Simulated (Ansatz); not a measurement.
C9H24GeSi⁺, that is GeEt3(SiMe3) with one electron fewer. The state is a doublet with charge 1. Geometry PBE-D4/def2-SVP, that of the neutral singlet.

```csv
atom,x (Å),y (Å),z (Å)
Ge1,0.134,0.723,-0.444
C2,1.011,0.325,-2.188
C3,0.223,-0.646,-3.073
H4,2.024,-0.078,-1.971
H5,1.169,1.295,-2.709
H6,0.737,-0.843,-4.038
H7,0.077,-1.629,-2.575
H8,-0.788,-0.256,-3.317
C9,-1.590,1.653,-0.810
C10,-2.391,1.998,0.450
H11,-2.186,1.002,-1.485
H12,-1.355,2.571,-1.392
H13,-3.341,2.521,0.210
H14,-2.658,1.089,1.030
H15,-1.820,2.660,1.135
C16,1.309,1.966,0.578
C17,2.670,1.369,0.952
H18,0.756,2.280,1.489
H19,1.437,2.884,-0.038
H20,3.301,2.088,1.516
H21,2.560,0.464,1.589
H22,3.249,1.062,0.055
Si23,-0.240,-1.301,0.798
C24,-1.843,-2.138,0.207
C25,1.215,-2.498,0.540
C26,-0.396,-0.903,2.652
H27,-2.038,-3.069,0.780
H28,-1.785,-2.407,-0.868
H29,-2.719,-1.469,0.339
H30,1.340,-2.756,-0.532
H31,2.170,-2.054,0.891
H32,1.054,-3.444,1.100
H33,0.521,-0.411,3.037
H34,-1.249,-0.221,2.848
H35,-0.558,-1.829,3.243
```

**Question.** Estimate the α-spin orbital energies around the gap (eV) in Ansatz with PBE-D4/def2-SVP, PBE0-D4/def2-SVP.

**Answer.** 
```json
{"orbital": "HOMO−5", "PBE-D4/def2-SVP": "-11.89", "PBE0-D4/def2-SVP": "-13.37"}
{"orbital": "HOMO−4", "PBE-D4/def2-SVP": "-11.57", "PBE0-D4/def2-SVP": "-12.98"}
{"orbital": "HOMO−3", "PBE-D4/def2-SVP": "-11.57", "PBE0-D4/def2-SVP": "-12.98"}
{"orbital": "HOMO−2", "PBE-D4/def2-SVP": "-10.84", "PBE0-D4/def2-SVP": "-12.17"}
{"orbital": "HOMO−1", "PBE-D4/def2-SVP": "-10.57", "PBE0-D4/def2-SVP": "-11.86"}
{"orbital": "HOMO", "PBE-D4/def2-SVP": "-10.57", "PBE0-D4/def2-SVP": "-11.86"}
{"orbital": "LUMO", "PBE-D4/def2-SVP": "-4.27", "PBE0-D4/def2-SVP": "-3.56"}
{"orbital": "LUMO+1", "PBE-D4/def2-SVP": "-4.27", "PBE0-D4/def2-SVP": "-3.56"}
{"orbital": "LUMO+2", "PBE-D4/def2-SVP": "-3.49", "PBE0-D4/def2-SVP": "-2.65"}
{"orbital": "LUMO+3", "PBE-D4/def2-SVP": "-3.08", "PBE0-D4/def2-SVP": "-2.25"}
{"orbital": "LUMO+4", "PBE-D4/def2-SVP": "-2.55", "PBE0-D4/def2-SVP": "-1.68"}
{"orbital": "LUMO+5", "PBE-D4/def2-SVP": "-2.29", "PBE0-D4/def2-SVP": "-1.43"}
{"orbital": "β HOMO", "PBE-D4/def2-SVP": "-10.47", "PBE0-D4/def2-SVP": "-11.67"}
{"orbital": "β LUMO", "PBE-D4/def2-SVP": "-10.24", "PBE0-D4/def2-SVP": "-9.78"}
```
